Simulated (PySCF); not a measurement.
GeHCl, SMILES [Cl][GeH] (connectivity only; charge and spin as stated), neutral, multiplicity 1.

The structure is a stationary point at ωB97X-D3(BJ)/def2-TZVP.

These are PySCF 2.14.0 with TDA-B3LYP/def2-TZVPD values and carry that method's errors.

Vertical excitations. Isolated molecule, no solvent. State labels are in the subgroup Cs.

| state | symmetry | energy (eV) | λ (nm) | f | main pairs |
|---|---|---|---|---|---|
| S1 | A" | 2.80 | 444 | 0.014 | HOMO→LUMO 98 % |
| S2 | A" | 4.73 | 262 | 0.012 | HOMO−1→LUMO 98 % |
| S3 | A' | 5.28 | 235 | 0.001 | HOMO−2→LUMO 53 %, HOMO→LUMO+1 44 % |
| S4 | A" | 5.55 | 223 | 0.004 | HOMO−3→LUMO 99 % |
| S5 | A' | 5.63 | 220 | 0.129 | HOMO→LUMO+1 51 %, HOMO−2→LUMO 39 % |
| S6 | A' | 6.34 | 195 | 0.132 | HOMO→LUMO+2 94 % |
| S7 | A' | 7.43 | 167 | 0.070 | HOMO→LUMO+3 47 %, HOMO−1→LUMO+1 45 % |
| S8 | A" | 7.49 | 166 | 0.011 | HOMO−2→LUMO+1 96 % |
| S9 | A' | 7.63 | 163 | 0.032 | HOMO→LUMO+4 81 % |
| S10 | A" | 7.63 | 162 | 0.005 | HOMO→LUMO+5 97 % |
| T1 | A" | 1.82 | 680 | 0 | HOMO→LUMO 98 % |
| T2 | A" | 4.31 | 288 | 0 | HOMO−1→LUMO 97 % |
| T3 | A' | 4.39 | 283 | 0 | HOMO−2→LUMO 99 % |
| T4 | A' | 4.64 | 267 | 0 | HOMO→LUMO+1 96 % |
Triplets are in the Tamm–Dancoff approximation.
